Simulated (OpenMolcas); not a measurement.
**Sb2+: effect of the basis set**

```yaml
Program: OpenMolcas 26.06
Method: RASSCF
Active_space: 3 electrons in 9 orbitals (RAS2 5s 5p; RAS3 5d, at most 2 electrons)
State_averaging: 2S+1 = 4 odd, 1 root; 2S+1 = 2 odd, 11 roots; 2S+1 = 4 even, 3 roots; 2S+1 = 2 even, 9 roots
Spin-orbit_coupling: RASSI with atomic mean-field integrals over the reference wave functions, term energies averaged over their components
```

A. ANO-R2 [7s6p4d2f1g], X2C, finite nucleus; cost about 24 core-seconds
B. ANO-RCC-VTZP [7s6p4d2f1g], DKH2, point nucleus; cost of the order of 40 core-seconds
C. ANO-RCC-VQZP [8s7p5d3f2g], DKH2, point nucleus; cost about 20 core-seconds
D. ANO-RCC [10s9p8d5f3g], DKH2, point nucleus; cost roughly 50 core-seconds

Energies in cm⁻¹ above 5s² 5p ²P°_1/2, the measured ground level; measured values from Moore, Atomic Energy Levels, vol. III, NSRDS-NBS 35 (1971 reprint of NBS Circular 467, 1958).

| Level | A | B | C | D | Measured |
| --- | --- | --- | --- | --- | --- |
| 5s² 5p ²P°_1/2 | 0.0 | 0.0 | 0.0 | 0.0 | 0.0 |
| 5s² 5p ²P°_3/2 | 5625 | 5827 | 5576 | 5722 | 6576 |
| 5s 5p² ⁴P_1/2 | 51718 | 51887 | 50903 | 50538 |  |
| 5s 5p² ⁴P_3/2 | 54073 | 54344 | 53226 | 52929 |  |
| 5s 5p² ⁴P_5/2 | 57097 | 57468 | 56223 | 56001 | 64356 |
| 5s 5p² ²D_3/2 | 74245 | 73833 | 72523 | 72413 | 76523 |
| 5s 5p² ²D_5/2 | 74939 | 74571 | 73237 | 73150 | 77792 |
| 5s 5p² ²S_1/2 | 95226 | 94934 | 94561 | 94406 |  |

Deviations, from unrounded energies. A percentage is the sum of absolute deviations over the sum of measured energies, with the sign that they share, or ± where signs differ.

```
                  Against measurement  Levels      A      B      C      D
       mean absolute deviation (cm-1)       4   3300   3400   4400   4500
fine structure of the ground term (%)       1  -14.5  -11.4  -15.2  -13.0
             other configurations (%)       3   -5.7   -5.9   -7.6   -7.8
```

A, B lie about equally close to measurement and D furthest from it. The largest miss of A in the table is 5s 5p² ⁴P_5/2, by -7300 cm-1. The ranking rests on the paired levels alone, and a cruder setting can come out closer through cancelling errors.

Among A to D the level of the table that moves most is 5s 5p² ²D_3/2, by 1800 cm-1 (lowest in D, highest in A).

Some terms mix strongly with configurations of 5d, whose occupation reaches 0.16 (5s 5p² ²D) (figures for A; the like holds for B, C, D). Active for correlation alone: 5d; no level in the range computed is led by a configuration that fills it, so any true level of that kind is missing (holds for A; B). The run also gave levels led by 5s 5p 5d, which use shells meant for correlation; these and all levels above them are left out (holds for C; D). Measured partners are found by configuration, term and J. A level has none where our copy of the source lacks it or the pairing is in doubt (some pairs that miss far off the trend of their configuration count as doubtful), and it then counts in no deviation. Only configurations of the active space appear. The table leaves out levels that lie high or whose names do not pair safely across all columns.

° marks odd parity.
